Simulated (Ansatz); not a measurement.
Calculated with Ansatz (gas phase, PBE0-D4/def2-TZVP geometries, no zero-point term in ΔE). CBS: MP2 limit from def2 TZ/QZ plus the TZ coupled-cluster correction, frozen cores. DFT in def2-TZVPP. def2 core potentials past Kr. For Cd outer-core shells are correlated without core-valence functions, which leaves a few kJ/mol of doubt a bond. One conformer a species, not always the lowest.

`[CH3][Cd][F]` + `N[C@H]1O[Si@@H]1[SiH3]` → `[CH3][Cd][NH2]` + `F[C@H]1O[Si@H]1[SiH3]`  (redistribution)

`[CH3][Cd][F]`:

Cartesian coordinates in Å:
```
C -0.084 -0.334 -0.760
Cd 0.124 0.498 1.134
F 0.319 1.277 2.908
H -0.665 -1.253 -0.695
H -0.595 0.371 -1.415
H 0.900 -0.559 -1.171
```

`N[C@H]1O[Si@@H]1[SiH3]`:

```xyz
12

N    -0.927    2.033    1.224
C    -0.712    0.698    0.856
O    -1.444    0.176   -0.342
Si    0.200    0.137   -0.617
Si    1.235   -1.946   -0.802
H    -1.865    2.191    1.570
H    -0.728    2.693    0.486
H    -0.857    0.015    1.691
H     0.715    1.178   -1.549
H     2.709   -1.775   -0.702
H     0.761   -2.828    0.296
H     0.913   -2.572   -2.112
```

`[CH3][Cd][NH2]`:

```xyz
8

C     1.224   -0.181   -1.270
Cd   -0.187    0.045    0.262
N    -1.427    0.303    1.833
H     1.610    0.794   -1.573
H     0.772   -0.662   -2.138
H     2.060   -0.792   -0.926
H    -1.927   -0.533    2.111
H    -2.124    1.025    1.700
```

`F[C@H]1O[Si@H]1[SiH3]`:

Cartesian coordinates in Å:
```
F 0.443 -1.919 1.341
C -0.468 -0.925 1.527
O 0.131 0.321 1.790
Si -0.666 0.414 0.296
Si 0.701 0.504 -1.588
H -1.192 -1.238 2.278
H -1.882 1.267 0.313
H -0.136 0.248 -2.790
H 1.758 -0.527 -1.465
H 1.310 1.855 -1.702
```

```tsv
level	ΔE (kcal/mol)
r2SCAN	19.9
CCSD/def2-TZVPP	18.9
```

**Question.** What does CCSD(T)/CBS give? (An estimate is asked.)

**Answer.** Ansatz gave: +20.3 kcal/mol. The listed levels differ from it by -0.4, -1.4 kcal/mol.

Largest T1 diagnostic among the species: 0.016.

In def2-TZVPP, CCSD(T) changes the Hartree–Fock value by −2.8 kcal/mol (the triples alone add −0.4 kcal/mol) and MP2 by −2.5 kcal/mol.
